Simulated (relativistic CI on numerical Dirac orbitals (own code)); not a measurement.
Computed by Dirac-Coulomb-Breit CI, orbitals from a KLI potential per configuration, QED by a radiative potential, unscaled Slater integrals (own radial code, finite nucleus).

Configuration list (outside the closed core [Ne]): 3s²3p⁶3d⁶, 3s²3p⁵3d⁷, 3s²3p⁴3d⁸, 3s3p⁶3d⁷, 3s²3p⁶3d⁵4s, 3p⁶3d⁸, 3s²3p⁶3d⁵4p, 3s3p⁵3d⁸, 3s²3p⁶3d⁵4d, 3s²3p⁶3d⁴4s², 3s²3p⁶3d⁵4f, 3s²3p⁶3d⁴4s4p, 3s²3p⁵3d⁶4s, 3s²3p⁶3d⁵5s, 3s²3p⁶3d⁴4p², 3s²3p⁶3d⁵5p, 3s²3p⁶3d⁴4s4d, 3s²3p⁴3d⁷4s, 3s²3p⁵3d⁶4p, 3s²3p⁶3d⁵5d, 3s²3p⁶3d⁴4p4d, 3s²3p⁴3d⁷4p, 3s²3p⁶3d⁵5g, 3s²3p⁶3d⁵6s, 3s3p⁶3d⁶4s, 3s²3p⁶3d⁵6d, 3s3p⁶3d⁵4s², 3p⁶3d⁷4s, 3p⁶3d⁷4p, 3p⁶3d⁷4d, 3s3p⁶3d⁶5s. Levels of other configurations are missing.

At this charge energies of transitions that change n are usually good to better than 1 %, and those within a shell (Δn = 0) to a few per cent. Terms inside the open d or f shell come out 10 to 20 % too wide with unscaled integrals.

Outline of the computed level scheme of Rb XIV. Lowest level of each configuration: 3s²3p⁶3d⁶ ⁵D4 at 0.000 eV; 3s²3p⁵3d⁷ ⁵G°6 at 113.896 eV.

Some strong electric-dipole decays among the lowest 45 levels: 3s²3p⁵3d⁷ ⁵F°5 → 3s²3p⁶3d⁶ ⁵D4 (5.3e+10 s⁻¹); 3s²3p⁵3d⁷ ³D°3 → 3s²3p⁶3d⁶ ³P2 (1.4e+10 s⁻¹); 3s²3p⁵3d⁷ ³D°2 → 3s²3p⁶3d⁶ ⁵D1 (1.3e+10 s⁻¹); 3s²3p⁵3d⁷ ⁵G°3 → 3s²3p⁶3d⁶ ⁵D2 (6.9e+09 s⁻¹); 3s²3p⁵3d⁷ ⁵D°4 → 3s²3p⁶3d⁶ ⁵D3 (6.4e+09 s⁻¹); 3s²3p⁵3d⁷ ³D°2 → 3s²3p⁶3d⁶ ⁵D2 (5.5e+09 s⁻¹); 3s²3p⁵3d⁷ ⁵G°4 → 3s²3p⁶3d⁶ ⁵D3 (5.2e+09 s⁻¹); 3s²3p⁵3d⁷ ⁵G°5 → 3s²3p⁶3d⁶ ⁵D4 (4.1e+09 s⁻¹).

LS names give the leading component of a level, which can be under half, so a name can repeat, a term be missing and a line seem to break the LS rules.
